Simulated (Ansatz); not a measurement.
The first iterations of a band of FH + GaH3 (6 atoms, charge 0, multiplicity 1).

Computed with RKS B3LYP/def2-SVP (Ansatz).

- movable images: 5
- climbing image: yes
- spring: 5.0 eV/Å²
- optimiser: quadratic models (default)
- start path: through a guess of the saddle point
- force threshold: 0.5 eV/Å
- iteration limit: 60
- end points: relaxed

Initial state:

```xyz
6
Properties=species:S:1:pos:R:3
Ga 0.003 0.145 0.038
H 0.003 0.558 1.575
H 1.371 0.135 -0.736
H -1.373 0.066 -0.717
F 0.062 -2.008 0.840
H 0.063 -1.808 1.752
```

Final state:

```xyz
6
Properties=species:S:1:pos:R:3
Ga 0.016 -0.483 -0.404
H 0.018 0.139 2.179
H 1.424 0.160 -0.610
H -1.426 0.089 -0.593
F 0.061 -2.195 0.039
H 0.036 -0.622 2.141
```

| iteration | highest image above the first end (eV) | largest band force component (eV/Å) |
| --- | --- | --- |
| 1 | 1.082 | 4.004 |
| 2 | 0.414 | 1.994 |

Task: Does the band converge within its limit, and where does its top end?

Result: It converged. It ended after 6 iterations with the highest image 0.345 eV above the first end. The threshold of 0.5 eV/Å is loose, so the images may lie well off the minimum-energy path. The order of the stationary point at the top wasn't checked. The orbitals stay closed-shell, which can raise the energy where a bond breaks towards radicals; this wasn't checked here.

Run time: 63 s on 1 thread of Arm Neoverse V1, with other jobs on the host, peak memory 0.12 GiB.
